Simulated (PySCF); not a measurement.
GeI₄, charge +1, doublet (typed; the unrestricted solution is spin-contaminated), geometry from GFN2-xTB (a state made from the parent by changing its charge; the spin is typed, not shown lowest) (core potentials on I); PySCF with DF-HF/def2-TZVP.

The PySCF input:
```python
from pyscf import gto, scf

mol = gto.Mole()
mol.atom = '''
    I    -0.94723538    2.28003592   -0.77528747
    Ge    0.00000000   -0.00000000    0.00000000
    I    -1.76682607   -1.84844508   -0.39807758
    I     0.57370712    0.11642246    2.52075292
    I     2.14035434   -0.54801330   -1.34738787
'''
mol.basis = 'def2-tzvp'
mol.ecp = {'I': 'def2-tzvp'}
mol.charge = 1
mol.spin = 1
mol.verbose = 4
mol.build()

mf = scf.UHF(mol)
mf = mf.density_fit(auxbasis='def2-universal-jkfit')
mf.kernel()
```

What the program printed (banner, timings and long lists left out):

```
PySCF version 2.14.0

[INPUT] verbose = 4
[INPUT] num. atoms = 5
[INPUT] num. electrons = 131
[INPUT] charge = 1
[INPUT] spin (= nelec alpha-beta = 2S) = 1
[INPUT] symmetry False subgroup None
[INPUT] Mole.unit = angstrom
[INPUT] Symbol           X                Y                Z      unit          X                Y                Z       unit  Magmom
[...]
nuclear repulsion = 1123.93872964808
number of shells = 80
number of NR pGTOs = 480
number of NR cGTOs = 248
basis = def2-tzvp
ecp = {'I': 'def2-tzvp'}

******** <class 'pyscf.df.df_jk.DFUHF'> ********
method = DFUHF
initial guess = minao
damping factor = 0
level_shift factor = 0
DIIS = <class 'pyscf.scf.diis.CDIIS'>
diis_start_cycle = 1
diis_space = 8
diis_damp = 0
SCF conv_tol = 1e-09
SCF conv_tol_grad = None
SCF max_cycles = 50
direct_scf = False
number electrons alpha = 66  beta = 65
Set gradient conv threshold to 3.16228e-05
******** <class 'pyscf.df.df.DF'> ********
auxbasis = def2-universal-jkfit
init E= -3087.91759943627

cycle= 1 E= -3258.51668920657  delta_E= -171  |g|= 3.68  |ddm|= 27.6
cycle= 2 E= -3261.11463503853  delta_E= -2.6  |g|= 1.74  |ddm|= 6.81
cycle= 3 E= -3261.77641779139  delta_E= -0.662  |g|= 0.362  |ddm|= 1.72
cycle= 4 E= -3261.80713501264  delta_E= -0.0307  |g|= 0.214  |ddm|= 0.375
cycle= 5 E= -3261.82136846706  delta_E= -0.0142  |g|= 0.0214  |ddm|= 0.14
cycle= 6 E= -3261.82293223623  delta_E= -0.00156  |g|= 0.0176  |ddm|= 0.0663
cycle= 7 E= -3261.82461142086  delta_E= -0.00168  |g|= 0.0168  |ddm|= 0.0719
cycle= 8 E= -3261.82570675316  delta_E= -0.0011  |g|= 0.0169  |ddm|= 0.0468
cycle= 9 E= -3261.82654029874  delta_E= -0.000834  |g|= 0.017  |ddm|= 0.0358
cycle= 10 E= -3261.82651435939  delta_E= 2.59e-05  |g|= 0.0169  |ddm|= 0.00123
cycle= 11 E= -3261.82685441965  delta_E= -0.00034  |g|= 0.0164  |ddm|= 0.0701
cycle= 12 E= -3261.82744559275  delta_E= -0.000591  |g|= 0.0155  |ddm|= 0.0277
cycle= 13 E= -3261.82928378189  delta_E= -0.00184  |g|= 0.014  |ddm|= 0.0936
cycle= 14 E= -3261.8322872982  delta_E= -0.003  |g|= 0.00945  |ddm|= 0.204
cycle= 15 E= -3261.83299519087  delta_E= -0.000708  |g|= 0.00604  |ddm|= 0.081
cycle= 16 E= -3261.83325692989  delta_E= -0.000262  |g|= 0.00495  |ddm|= 0.0476
cycle= 17 E= -3261.83337866983  delta_E= -0.000122  |g|= 0.00609  |ddm|= 0.0926
cycle= 18 E= -3261.8333758432  delta_E= 2.83e-06  |g|= 0.00371  |ddm|= 0.0692
cycle= 19 E= -3261.83346185832  delta_E= -8.6e-05  |g|= 0.0018  |ddm|= 0.031
[...]
cycle= 23 E= -3261.83354924952  delta_E= -1.68e-05  |g|= 0.00115  |ddm|= 0.0104
cycle= 24 E= -3261.83355271226  delta_E= -3.46e-06  |g|= 0.00117  |ddm|= 0.00228
cycle= 25 E= -3261.83355019587  delta_E= 2.52e-06  |g|= 0.00112  |ddm|= 0.00382
cycle= 26 E= -3261.83355198647  delta_E= -1.79e-06  |g|= 0.00105  |ddm|= 0.00429
cycle= 27 E= -3261.83356793291  delta_E= -1.59e-05  |g|= 0.00087  |ddm|= 0.017
cycle= 28 E= -3261.83358354964  delta_E= -1.56e-05  |g|= 0.000602  |ddm|= 0.0231
cycle= 29 E= -3261.83359153697  delta_E= -7.99e-06  |g|= 0.000372  |ddm|= 0.0194
cycle= 30 E= -3261.83359379561  delta_E= -2.26e-06  |g|= 0.000245  |ddm|= 0.0122
cycle= 31 E= -3261.8335939743  delta_E= -1.79e-07  |g|= 0.000162  |ddm|= 0.00462
cycle= 32 E= -3261.83359397029  delta_E= 4.01e-09  |g|= 0.000134  |ddm|= 0.00227
cycle= 33 E= -3261.83359395718  delta_E= 1.31e-08  |g|= 0.000114  |ddm|= 0.000606
cycle= 34 E= -3261.83359401083  delta_E= -5.36e-08  |g|= 9.26e-05  |ddm|= 0.000936
cycle= 35 E= -3261.83359402212  delta_E= -1.13e-08  |g|= 8.95e-05  |ddm|= 0.000324
cycle= 36 E= -3261.83359406509  delta_E= -4.3e-08  |g|= 8.79e-05  |ddm|= 0.000625
cycle= 37 E= -3261.83359407248  delta_E= -7.39e-09  |g|= 8.83e-05  |ddm|= 0.000118
cycle= 38 E= -3261.83359405922  delta_E= 1.33e-08  |g|= 8.79e-05  |ddm|= 0.000242
cycle= 39 E= -3261.83359405493  delta_E= 4.28e-09  |g|= 8.69e-05  |ddm|= 4.23e-05
cycle= 40 E= -3261.83359404799  delta_E= 6.95e-09  |g|= 9.03e-05  |ddm|= 0.000357
cycle= 41 E= -3261.83359402772  delta_E= 2.03e-08  |g|= 7.04e-05  |ddm|= 0.00167
cycle= 42 E= -3261.83359400328  delta_E= 2.44e-08  |g|= 5.22e-05  |ddm|= 0.00121
cycle= 43 E= -3261.83359398495  delta_E= 1.83e-08  |g|= 3.95e-05  |ddm|= 0.000504
cycle= 44 E= -3261.83359398586  delta_E= -9.08e-10  |g|= 3.33e-05  |ddm|= 0.000243
cycle= 45 E= -3261.83359399148  delta_E= -5.62e-09  |g|= 2.56e-05  |ddm|= 0.000361
cycle= 46 E= -3261.83359399826  delta_E= -6.78e-09  |g|= 2.21e-05  |ddm|= 0.000273
cycle= 47 E= -3261.83359400875  delta_E= -1.05e-08  |g|= 1.65e-05  |ddm|= 0.000451
cycle= 48 E= -3261.83359401287  delta_E= -4.11e-09  |g|= 1.2e-05  |ddm|= 0.000326
cycle= 49 E= -3261.83359401584  delta_E= -2.97e-09  |g|= 8.08e-06  |ddm|= 0.000276
cycle= 50 E= -3261.83359401667  delta_E= -8.35e-10  |g|= 4.29e-06  |ddm|= 0.000186
Extra cycle  E= -3261.83359401675  delta_E= -7.19e-11  |g|= 3.61e-06  |ddm|= 1.2e-05
converged SCF energy = -3261.83359401675  <S^2> = 0.85806353  2S+1 = 2.1052919
```
